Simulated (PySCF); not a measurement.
A GIAO shielding run with PySCF 2.14.0 with density-fitted response routines (density fitting, non-relativistic, gas phase) on `InChI=1S/C2H12FPSi3/c1-2-6(3)7(4)5/h6-7H,2,4H2,1,5H3/t6-,7-/m0/s1`:

```
$ OMP_NUM_THREADS=1 python probes_run.py task.json out

{"job": {"kind": "nmr", "xc": "PBE0", "basis": "pcSseg-1"}, "charge": 0, "multiplicity": 1}
C     -3.132600    -0.595783     0.157992
C     -1.814305    -0.624577    -0.608788
Si    -0.681527     0.847348    -0.190564
F     -0.589520     0.873476     1.432571
Si     1.501500     0.484321    -0.926553
Si     2.557366    -1.470432    -0.188944
P      2.881621     2.206773    -0.471113
H     -3.703609     0.296109    -0.089456
H     -2.945894    -0.592189     1.228914
H     -3.740486    -1.467013    -0.080256
H     -1.294569    -1.557813    -0.379663
H     -2.021052    -0.644794    -1.679492
H     -1.384990     2.110581    -0.437031
H      1.468854     0.528834    -2.406290
H      1.666217    -2.617378    -0.393210
H      3.804128    -1.772681    -0.895400
H      2.871877    -1.424682     1.241582
H      1.953410     3.194775    -0.739045
H      2.593775     2.234376     0.879989
```

Hardware: 1 thread of an Arm Neoverse N1, shared host. The job also computes population analyses, field gradients.

Problem. How large is the calculation?

Solution. 90 electrons, 207 basis functions and 1171 auxiliary functions.

Problem. How long does it take, and how much memory does it need?

Solution. 88 s of wall time, with 12 SCF cycles and 4 response iterations; peak memory 0.94 GiB. Times on a shared host scatter by some tens of per cent.
